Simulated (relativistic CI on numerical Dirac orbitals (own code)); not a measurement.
Ligand-field terms of d7

Computed with a parametric ligand-field model of a d^n configuration (Racah B and C, spin-orbit zeta, crystal field), exact diagonalisation.

Field parameters in Wybourne normalisation: Td as Oh with Dq negative (B⁴₀ = 21Dq, B⁴₄ = √(5/14) B⁴₀). The field is a parameter set, without covalency.

B = 930 cm⁻¹, C = 3710 cm⁻¹ (C/B = 3.99), Td, no spin-orbit coupling. Tanabe-Sugano data, E/B above the lowest term (Δ = |10Dq|; b, c mark the second and third term of a kind):

| Δ/B | 4A2 | 4T2 | 4T1 | 4T1(b) | 2E | 2T1 | 2T2 |
| --- | --- | --- | --- | --- | --- | --- | --- |
| 1.0 | 0.00 | 1.00 | 1.79 | 16.21 | 16.86 | 16.93 | 17.31 |
| 1.9 | 0.00 | 1.90 | 3.38 | 17.33 | 17.34 | 17.59 | 18.46 |
| 2.8 | 0.00 | 2.80 | 4.94 | 18.45 | 17.65 | 18.08 | 19.54 |
| 3.7 | 0.00 | 3.70 | 6.49 | 19.61 | 17.87 | 18.44 | 20.56 |
| 4.6 | 0.00 | 4.60 | 8.01 | 20.79 | 18.04 | 18.72 | 21.52 |
| 5.5 | 0.00 | 5.51 | 9.51 | 22.01 | 18.18 | 18.94 | 22.40 |
| 6.4 | 0.00 | 6.40 | 10.96 | 23.24 | 18.29 | 19.11 | 23.18 |
| 7.3 | 0.00 | 7.30 | 12.39 | 24.51 | 18.39 | 19.25 | 23.87 |
| 8.2 | 0.00 | 8.20 | 13.79 | 25.82 | 18.48 | 19.37 | 24.46 |
| 9.1 | 0.00 | 9.10 | 15.14 | 27.15 | 18.56 | 19.47 | 24.96 |
| 10.0 | 0.00 | 10.00 | 16.48 | 28.52 | 18.63 | 19.56 | 25.40 |
| 10.9 | 0.00 | 10.90 | 17.78 | 29.93 | 18.69 | 19.64 | 25.79 |
| 11.8 | 0.00 | 11.80 | 19.03 | 31.35 | 18.75 | 19.71 | 26.14 |
| 12.7 | 0.00 | 12.70 | 20.27 | 32.83 | 18.80 | 19.77 | 26.46 |
| 13.6 | 0.00 | 13.60 | 21.48 | 34.33 | 18.86 | 19.82 | 26.76 |
| 14.5 | 0.00 | 14.49 | 22.64 | 35.84 | 18.90 | 19.87 | 27.03 |
| 15.4 | 0.00 | 15.40 | 23.80 | 37.40 | 18.95 | 19.92 | 27.29 |
| 16.3 | 0.00 | 16.30 | 24.93 | 38.97 | 18.99 | 19.96 | 27.54 |
| 17.2 | 0.00 | 17.20 | 26.04 | 40.57 | 19.04 | 20.00 | 27.77 |
| 18.1 | 0.00 | 18.10 | 27.12 | 42.17 | 19.07 | 20.03 | 27.99 |
| 19.0 | 0.00 | 19.00 | 28.19 | 43.81 | 19.11 | 20.06 | 28.19 |
| 19.9 | 0.00 | 19.90 | 29.25 | 45.46 | 19.15 | 20.09 | 28.39 |
| 20.8 | 0.00 | 20.80 | 30.28 | 47.11 | 19.18 | 20.12 | 28.57 |
| 21.7 | 0.00 | 21.70 | 31.31 | 48.78 | 19.21 | 20.15 | 28.75 |

The ground term stays 4A2.
